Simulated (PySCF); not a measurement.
The numbers are results of ωB97X-D3(BJ)/def2-TZVP // B3LYP-D3(BJ)/def2-TZVP in PySCF, not measurements. Isolated molecules, 0 K electronic values unless said otherwise. One relaxed conformer stands for a flexible species; it need not be the lowest. Delta-SCF ions had no search for a lower state. Excitations are Tamm–Dancoff values on a coarser integration grid. The basis has no diffuse functions, so Rydberg states are missing or too high.

Reference species (SMILES): `O1[SiH2]O[SiH2][SiH2]1` (neutral, multiplicity 1).

The brightest of the four lowest singlets (TDA) is 7.32 eV. The HOMO–LUMO gap is 11.53 eV. The HOMO comes out as -10.27 eV and the vertical ionisation energy (Delta-SCF) is 10.14 eV.

Changed species: `[Si@H]1(O)[SiH2][SiH2]O1` (H–O–Si–Si torsion 179°).

What does the change do to the brightest of the four lowest singlets (TDA), HOMO–LUMO gap, HOMO and vertical ionisation energy (Delta-SCF)?

the brightest of the four lowest singlets (TDA) falls by 1.17 eV, to 6.15 eV; the HOMO–LUMO gap decreases by 0.59 eV, to 10.94 eV; the HOMO increases by 0.71 eV, to -9.56 eV; the vertical ionisation energy (Delta-SCF) falls by 0.75 eV, to 9.39 eV.
